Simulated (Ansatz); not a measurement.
C6H11F (`FC1CCCCC1`). Charge 0, multiplicity 1. The geometry is a stationary point of PBE0-D4/def2-TZVP.

```xyz
18

F    -1.448   -1.524   -0.713
C    -1.355   -0.487    0.222
C    -0.244   -0.818    1.195
C     1.125   -0.787    0.528
C     1.366    0.541   -0.176
C     0.262    0.833   -1.184
C    -1.110    0.808   -0.522
H    -2.321   -0.457    0.737
H    -0.281   -0.080    2.006
H    -0.441   -1.795    1.644
H     1.184   -1.601   -0.203
H     1.904   -0.976    1.271
H     1.401    1.346    0.569
H     2.340    0.534   -0.674
H     0.289    0.080   -1.979
H     0.425    1.802   -1.663
H    -1.905    0.953   -1.259
H    -1.191    1.628    0.201
```

(1) What is the dipole moment at PBE/def2-TZVPP? (An estimate is asked.)

(2) And with r2SCAN, B3LYP, ωB97M-V? (Estimate.)

(3) Give the Mulliken charges with PBE, r2SCAN, B3LYP in def2-TZVPP. (An estimate is asked.)

## Answers

(1) Computed: 1.65 D, with components (0.42, 1.26, 0.98) D in this frame, pointing from negative to positive charge.

(2) Computed: r2SCAN 1.72 D, B3LYP 1.76 D, ωB97M-V 1.75 D.

(3) Computed: 
```json
{"atom": "F1", "PBE": "-0.22", "r2SCAN": "-0.27", "B3LYP": "-0.27"}
{"atom": "C2", "PBE": "0.15", "r2SCAN": "0.25", "B3LYP": "0.19"}
{"atom": "C3", "PBE": "-0.11", "r2SCAN": "-0.06", "B3LYP": "-0.13"}
{"atom": "C4", "PBE": "-0.11", "r2SCAN": "-0.04", "B3LYP": "-0.12"}
{"atom": "C5", "PBE": "-0.11", "r2SCAN": "-0.03", "B3LYP": "-0.11"}
{"atom": "C6", "PBE": "-0.11", "r2SCAN": "-0.04", "B3LYP": "-0.12"}
{"atom": "C7", "PBE": "-0.11", "r2SCAN": "-0.06", "B3LYP": "-0.13"}
{"atom": "H8", "PBE": "0.05", "r2SCAN": "0.01", "B3LYP": "0.06"}
{"atom": "H9", "PBE": "0.05", "r2SCAN": "0.02", "B3LYP": "0.05"}
{"atom": "H10", "PBE": "0.07", "r2SCAN": "0.03", "B3LYP": "0.07"}
{"atom": "H11", "PBE": "0.06", "r2SCAN": "0.03", "B3LYP": "0.07"}
{"atom": "H12", "PBE": "0.06", "r2SCAN": "0.02", "B3LYP": "0.06"}
{"atom": "H13", "PBE": "0.04", "r2SCAN": "0.01", "B3LYP": "0.05"}
{"atom": "H14", "PBE": "0.06", "r2SCAN": "0.02", "B3LYP": "0.06"}
{"atom": "H15", "PBE": "0.06", "r2SCAN": "0.03", "B3LYP": "0.07"}
{"atom": "H16", "PBE": "0.06", "r2SCAN": "0.02", "B3LYP": "0.06"}
{"atom": "H17", "PBE": "0.07", "r2SCAN": "0.03", "B3LYP": "0.07"}
{"atom": "H18", "PBE": "0.05", "r2SCAN": "0.02", "B3LYP": "0.05"}
```

B3LYP here is the variant with VWN-RPA as its local correlation; programs differ in this.
